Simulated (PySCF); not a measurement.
Structure problem from calculated spectra and properties.

Formula: C2H7NSi2.

| Item | Value |
| --- | --- |
| 1H NMR | chemical shifts (computed TMS as zero) by class: 4.16 (6 H), 1.15 (1 H) ppm [GIAO PBE0/pcSseg-1] |
| Triplet | lowest triplet excitation (Tamm–Dancoff): 6.30 eV [TDA CAM-B3LYP/def2-SVPD] |
| Polarisability | 79.9 au [CAM-B3LYP/def2-SVPD] |
| UV, first state | lowest singlet excitation: 7.22 eV (172 nm, f = 0.002) [TDDFT CAM-B3LYP/def2-SVPD] |
| Rotational structure | rotational constants A, B, C: 2.991, 2.733, 1.541 GHz [GFN2-xTB] |
| XPS | Si2p3/2 107.3 (×2), C1s 291.3, C1s 292.0, N1s 404.5, Si1s 1847.0 (×2) eV [ΔSCF SCAN, pcX-2 on the ionised atom, pcseg-1 elsewhere, spin-free X2C, 2p3/2 from a spin–orbit splitting computed afterwards within the 2p shell] |
| Dipole | 4.07 D [CAM-B3LYP/def2-SVPD] |
| UV, strongest line | among the 8 lowest singlet transitions: S6 at 8.33 eV (149 nm, f = 0.135) [TDDFT CAM-B3LYP/def2-SVPD] |
| NMR, other nuclei | isotropic shieldings of nuclei other than C and H, by class: -26 (1 N), 413 (2 Si) ppm [GIAO PBE0/pcSseg-1] |
| 13C NMR | chemical shifts (computed TMS as zero) by class: 123.7 (1 C), -11.5 (1 C) ppm [GIAO PBE0/pcSseg-1] |

The electronic properties come from PySCF, for the isolated species, density fitting. Levels stand in brackets. Isolated species at its GFN2-xTB geometry, gas phase. NMR values are class means; diastereotopic atoms form classes of their own.

Question: What is the compound? Reason from the data.

Answer: Numbering: `[N:1]#[C:2][CH:3]([SiH3:4])[SiH3:5]`. Its formula, C2H7NSi2, gives 2 degrees of unsaturation: 0 rings and 2 π bonds in the structure found. 2 carbons fall into 2 classes; from least to most shielded: nitrile carbon [C2] (123.7 ppm), sp3 carbon bound to silicon [C3] (-11.5 ppm). Hydrogen classes from least to most shielded: 6 H on 2 SiH3 silicons, Si4/Si5 (4.16 ppm), 1 H on an sp3 carbon bound to silicon, C3 (1.15 ppm). The other shieldings belong to: -26 ppm, nitrile nitrogen [N1]; 413 ppm, SiH3 silicon [Si4/Si5]. The core levels belong to: Si2p3/2 107.3 eV, SiH3 silicon [Si4/Si5]; C1s 291.3 eV, sp3 carbon bound to silicon [C3]; C1s 292.0 eV, nitrile carbon [C2]; N1s 404.5 eV, nitrile nitrogen [N1]; Si1s 1847.0 eV, SiH3 silicon [Si4/Si5]. The optimised geometry has point group Cs and is an asymmetric top. Structure: `N#CC([SiH3])[SiH3]`. Computed isomers that give other values at the same levels: `C#C[Si@@H](N)[SiH3]` (13C chemical shifts (computed TMS as zero) by class: 102.7 (1 C), 92.9 (1 C) ppm); `N#CC[SiH2][SiH3]` (13C chemical shifts (computed TMS as zero) by class: 123.1 (1 C), -3.6 (1 C) ppm); `C#C[SiH2][SiH2]N` (13C chemical shifts (computed TMS as zero) by class: 106.1 (1 C), 82.8 (1 C) ppm). The assignments are read from this structure; whether some other isomer fits the data as well wasn't checked.
